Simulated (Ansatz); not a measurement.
CH2BBrO, SMILES `BrC1BO1`, relaxed with RKS PBE-D4/def2-SVP in Ansatz 0.2.0 from a rough embedded geometry. The force threshold is 0.03 eV/Å; the program also tests the step.

The species carries charge 0 and has multiplicity 1.

Start:

```xyz
6

Br    0.039    0.236   -2.053
C     0.517   -0.182   -0.218
B    -0.557    0.202    0.875
O    -0.252   -1.107    0.280
H     1.586   -0.256    0.091
H    -1.334    1.108    1.025
```

```tsv
step	energy (eV)	largest force (eV/Å)	largest move (Å)
1	-73811.0241	5.654	0.000
2	-73811.9422	2.238	0.193
3	-73812.2629	0.990	0.190
4	-73812.3076	0.561	0.047
5 (rejected)	-73812.2928	0.978	0.079
6	-73812.3226	0.094	0.040
7	-73812.3233	0.097	0.012
8	-73812.3236	0.039	0.003
9	-73812.3236	0.011	0.001
```

End:

```xyz
6

Br    0.287    0.101   -2.176
C     0.517   -0.067   -0.263
B    -0.605    0.285    0.699
O    -0.420   -1.016    0.403
H     1.576   -0.256   -0.022
H    -1.356    0.952    1.358
```

Run time 8 s (4 threads of a server CPU on a shared host); peak host memory 0.14 GiB.
